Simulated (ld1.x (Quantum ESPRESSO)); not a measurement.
## Pb (Z = 82): excitation energies, all-electron against PAW

ld1.x (Quantum ESPRESSO) 7.5 input, shortened:

```
&input
   title='Pb', zed=82., rel=1, dft='PBE', iswitch=3,
   config='[Xe] 4f14 5d10 6s2 6p2'
 /
 &inputp
   pseudotype=3, lpaw=.true., tm=.true., lloc=-1, rcloc=1.40,
   nlcc=.true., new_core_ps=.true., rcore=1.20,
   which_augfun='BESSEL', rmatch_augfun=1.25
 /
6
6S  1  0   2.00   0.00  1.45  1.95  0.0
6S  1  0   0.00  -0.35  1.45  1.95  0.0
6P  2  1   2.00   0.00  1.75  2.20  0.0
6P  2  1   0.00   0.55  1.75  2.20  0.0
5D  3  2  10.00   0.00  1.70  1.80  0.0
5D  3  2   0.00  -0.90  1.70  1.80  0.0
 &test
   configts(1)='5d10 6s2 6p2'
 /
```

Energies are relative to the spin-unpolarised reference configuration 5d10 6s2 6p2; without spin polarisation the order of configurations can differ from experiment. The frozen-core shift is the all-electron ΔE with the core orbitals held at their reference shape minus the fully relaxed ΔE.

```json
{"valence configuration": "5d10 6s2 6p1", "charge": "+1", "ΔE all-electron (eV)": "6.575", "error AE − PS (meV)": "-2.6", "frozen-core shift (meV)": "+2.8"}
{"valence configuration": "5d10 6s2 6p0", "charge": "+2", "ΔE all-electron (eV)": "20.020", "error AE − PS (meV)": "-4.7", "frozen-core shift (meV)": "+9.3"}
{"valence configuration": "5d10 6s1 6p0", "charge": "+3", "ΔE all-electron (eV)": "52.430", "error AE − PS (meV)": "+5.1", "frozen-core shift (meV)": "+26"}
{"valence configuration": "5d10 6s1 6p2", "charge": "+1", "ΔE all-electron (eV)": "16.103", "error AE − PS (meV)": "-4.1", "frozen-core shift (meV)": "+5.1"}
{"valence configuration": "5d10 6s0 6p4", "charge": "0", "ΔE all-electron (eV)": "17.835", "error AE − PS (meV)": "-5.6", "frozen-core shift (meV)": "+5.7"}
{"valence configuration": "5d10 6s0 6p0", "charge": "+4", "ΔE all-electron (eV)": "95.133", "error AE − PS (meV)": "+39", "frozen-core shift (meV)": "+59"}
{"valence configuration": "5d10 6s1 6p3", "charge": "0", "ΔE all-electron (eV)": "8.736", "error AE − PS (meV)": "-2.5", "frozen-core shift (meV)": "+2.1"}
```

Note: ghost states, extra bound levels that the all-electron valence spectrum of the same l lacks: s at -189.5 eV, p at -60.2 eV. A true bound ghost makes a file unfit for plane-wave use.
